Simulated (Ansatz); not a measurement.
One change: `CS[SiH3]` becomes `CNCS[SiH3]`.

Ansatz, PBE0-D4/def2-TZVP geometries, multiplicity 1. Each molecule was computed in one conformer, which needn't be the lowest.

```tsv
property	`CS[SiH3]`
size of the dipole moment (B3LYP/def2-TZVPP) / D	1.39
LUMO energy (ωB97M-V/def2-TZVPP) / eV	1.88
size of the dipole moment (ωB97M-V/def2-TZVPP) / D	1.38
HOMO–LUMO gap (B3LYP/def2-TZVPP) / eV	6.66
HOMO–LUMO gap (PBE0/def2-TZVPP) / eV	7.11
HOMO energy (PBE/def2-TZVPP) / eV	-5.75
```

**Question.** What does the change do to each property? (Best estimate.)

**Answer.** The calculation gave: 
```tsv
property	`CNCS[SiH3]`	shift
size of the dipole moment (B3LYP/def2-TZVPP) / D	1.11	-0.28
LUMO energy (ωB97M-V/def2-TZVPP) / eV	1.93	0.05
size of the dipole moment (ωB97M-V/def2-TZVPP) / D	1.00	-0.38
HOMO–LUMO gap (B3LYP/def2-TZVPP) / eV	6.48	-0.18
HOMO–LUMO gap (PBE0/def2-TZVPP) / eV	6.94	-0.17
HOMO energy (PBE/def2-TZVPP) / eV	-5.45	0.30
```

With PBE0 the HOMO rises by 0.24 eV and the LUMO rises by 0.07 eV, so the gap narrows by about 0.17 eV. PBE moves the HOMO by 0.30 eV and ωB97M-V by 0.23 eV. Dipoles are sizes alone; their direction can turn.

B3LYP here is the variant with VWN-RPA as its local correlation; programs differ in this.
